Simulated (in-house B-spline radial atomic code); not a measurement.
## Ionising Cs VI (Cs5+) with different functionals

Computed with a radial B-spline atomic code at the basis-set limit: four-component Dirac-Coulomb Hamiltonian, Fermi nucleus of rms radius 4.8041 fm, spin-restricted, spherical fractional occupations for the functionals, and exact exchange of hybrids averaged over the configuration. The ionisation energy is the difference of two self-consistent energies, [Kr] 4d10 5s2 5p2 → [Kr] 4d10 5s2 5p1, without Breit or QED terms; ε is the level of the shell that loses the electron (mean over j). The electron is taken from both j subshells in proportion to 2j + 1, so the result is a j average, not the step between ground levels.

| method | rung | ΔSCF (eV) | -ε(5p) (eV) |
| --- | --- | --- | --- |
| B97-1 | global hybrid | 68.85 | 64.10 |
| B3LYP | global hybrid | ? | ? |
| CAM-B3LYP | range-separated hybrid | 69.17 | 66.10 |
| LC-wPBE | range-separated hybrid | ? | ? |

Task: What does LC-wPBE give?

Result: ΔSCF 69.08 eV, and -ε(5p) = 67.52 eV.

Task: What does B3LYP give?

Result: ΔSCF 69.12 eV, and -ε(5p) = 64.25 eV.

Task: Among the functionals, which spreads more, the ΔSCF values or the orbital energies?

Result: The orbital energies: ΔSCF values span about 0.31 eV and the orbital energies 3.42 eV; here energy differences depend much less on the functional than eigenvalues do.

Task: How do they compare with the NIST value?

Result: NIST lists 69 eV ± 2 (tabulated theory, ground level to ground level). Errors run from -0.25 to +0.07 eV; all lie within about twice that uncertainty, so the table can't rank the methods.
